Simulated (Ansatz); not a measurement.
## Abstraction of Cl: C3H5Cl + C2H6Ga → C3H5 + C2H6ClGa

Gas-phase species: C3H5Cl (2-chloropropene) `C=C(C)Cl`, singlet; C2H6Ga `C[CH2][GaH]`, doublet; C3H5 `C=[C]C`, doublet; C2H6ClGa `C[CH2][GaH][Cl]`, singlet. A radical takes Cl: the energy is the difference in strength between the C–Cl bond broken and the Ga–Cl bond made.

Shapes, held fixed at every level: PBE0-D4/def2-TZVP. Flexible molecules stand in one conformer, not always the lowest. Programs: Ansatz 0.2.0. The zero-point and thermal change to 298 K, harmonic and unscaled (PBE0-D4/def2-TZVP), is -3.4 kJ/mol.

Question: Estimate ΔH(298 K) of this reaction.

Answer: B2PLYP/def2-TZVPP gives ΔH(298 K) = -68.1 kJ/mol; the levels span -112.4 to -40.0. The median of the levels is -68.1. No measured value is set beside it here. Spin contamination: C3H5 (⟨S²⟩ up to 0.91). Open shells run unrestricted. Relativity is left out for Ga. Outer-core shells of Ga are correlated, in sets that cover them unevenly.

| level | kind | ΔH(298 K) (kJ/mol) |
| --- | --- | --- |
| HF/def2-TZVPP | Hartree–Fock | -112.4 |
| SPW92/def2-TZVPP | LDA | -40.0 |
| r2SCAN-D4/def2-TZVPP | meta-GGA | -76.1 |
| B3LYP-D4/def2-TZVPP | global hybrid | -66.2 |
| PBE0-D4/def2-TZVPP | global hybrid | -63.8 |
| r2SCAN0-D4/def2-TZVPP | global hybrid | -79.3 |
| B2PLYP/def2-TZVPP | double hybrid | -68.1 |
